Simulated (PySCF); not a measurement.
Ru(O)2(OH)4 (H4O6Ru), SMILES [O]=[Ru](=[O])([OH])([OH])([OH])[OH], multiplicity 1. Atoms are numbered in the order given.

```xyz
11

Ru     0.0269     0.1304    -0.0105
O     -0.9921     1.3886    -0.4351
O      1.4827     0.9363     0.1490
O      0.9038    -0.5019    -1.6333
H      1.8121    -0.1633    -1.6611
O     -1.0571     0.1938     1.5960
H     -1.7946     0.8070     1.4454
O     -1.1280    -1.1812    -0.7563
H     -0.6466    -1.6587    -1.4526
O      0.7200    -1.2298     1.1331
H      0.0123    -1.5685     1.7040
```

Coordinates come from a PBE0-D3(BJ)/def2-SVP optimisation. The spin state was assumed, not searched. The def2 effective core potentials stand for the cores of Ru; spin–orbit coupling is left out. One conformer was computed; it need not be the lowest.

All values below come from PBE/def2-TZVP in PySCF.

ESP charges are fitted to the potential on shells at 1.4 to 2.0 van der Waals radii. Atomic charges (e):

```
atom  Löwdin  ESP fit  Mulliken
----  ------  -------  --------
Ru1        …     1.17      1.15
O2         …    -0.27     -0.38
O3         …    -0.25     -0.37
O4         …    -0.62     -0.48
H5         …     0.40      0.33
O6         …    -0.59     -0.46
H7         …     0.40      0.33
O8         …    -0.54     -0.41
H9         …     0.42      0.35
O10        …    -0.53     -0.41
H11        …     0.42      0.34
```

Complete the blanks. (An estimate is asked for; the answer gives what the named calculation found.)


- Ru1, Löwdin: 0.63
- O2, Löwdin: -0.18
- O3, Löwdin: -0.17
- O4, Löwdin: -0.27
- H5, Löwdin: 0.16
- O6, Löwdin: -0.25
- H7, Löwdin: 0.16
- O8, Löwdin: -0.21
- H9, Löwdin: 0.17
- O10, Löwdin: -0.21
- H11, Löwdin: 0.17
